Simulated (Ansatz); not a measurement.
Consider the ligand exchange at the Sn–I bond: `[CH3][SnH]([F])[I]` + HCl → `[CH3][SnH]([F])[Cl]` + HI.

Program: Ansatz. Geometries: PBE0-D4/def2-TZVP. ΔE: electronic, gas phase. CBS: MP2 limit from def2 TZ/QZ plus the TZ coupled-cluster correction, frozen cores. This one scheme is used for every species. Functionals use def2-TZVPP. B3LYP here is the variant with VWN-RPA as its local correlation; programs differ in this. def2 core potentials past Kr. For I, Sn outer-core shells are correlated without core-valence functions, which leaves a few kJ/mol of doubt a bond.

`[CH3][SnH]([F])[I]`:

Cartesian coordinates in Å:
```
C -0.348 0.034 -1.168
Sn 0.235 -0.246 0.849
F -1.325 0.185 1.888
I 2.076 1.555 1.549
H 0.504 -0.140 -1.825
H -1.152 -0.661 -1.410
H -0.697 1.059 -1.283
H 0.707 -1.786 1.400
```

HCl:

Z-matrix (Å, degrees):
```
Cl
H 1 1.279
```

`[CH3][SnH]([F])[Cl]`:

```xyz
8

C    -0.774    0.466   -0.794
Sn    0.510   -0.526    0.561
F     2.268   -0.415   -0.201
Cl    0.647    0.715    2.517
H    -0.396    1.478   -0.937
H    -0.778   -0.064   -1.746
H    -1.783    0.504   -0.386
H     0.306   -2.158    0.986
```

HI:

Cartesian coordinates in Å:
```
I -0.089 -0.235 -0.765
H 0.089 0.235 0.765
```

**Question.** Is it downhill or uphill in electronic energy at CCSD(T)/CBS, and by how much? (Estimate.)

**Answer.** The calculation gave: Uphill: ΔE = +23.2 kJ/mol.

**Question.** What do these levels give: PBE-D4, PBE0-D4, B3LYP-D4, HF/def2-SVP, HF/def2-QZVPP, MP2/def2-QZVPP? (An estimate is asked.)

**Answer.** Ansatz gave: PBE-D4 19.2, PBE0-D4 20.5, B3LYP-D4 17.2, HF/def2-SVP 13.6, HF/def2-QZVPP 13.9, MP2/def2-QZVPP 26.3 kJ/mol.

**Question.** What do rigid-rotor, harmonic-oscillator terms from PBE0-D4/def2-TZVP frequencies (298.15 K, 1 bar) make of the CCSD(T)/CBS value? (An estimate is asked.)

**Answer.** Ansatz gave: ΔZPE = -2.3 kJ/mol, ΔH = +20.1 kJ/mol, ΔS = 1 J/(mol·K), ΔG = +19.8 kJ/mol.

Largest T1 diagnostic among the species: 0.012.

At CCSD(T), def2-SVP lies −5.8 kJ/mol from the extrapolated value and def2-TZVPP −7.7 kJ/mol. Leaving LDA and LC-ωPBE aside and taking each functional with its dispersion term where it has one, the values, not all of them listed here, spread over 13.6 kJ/mol, from B97M-V to HSE06-D4.
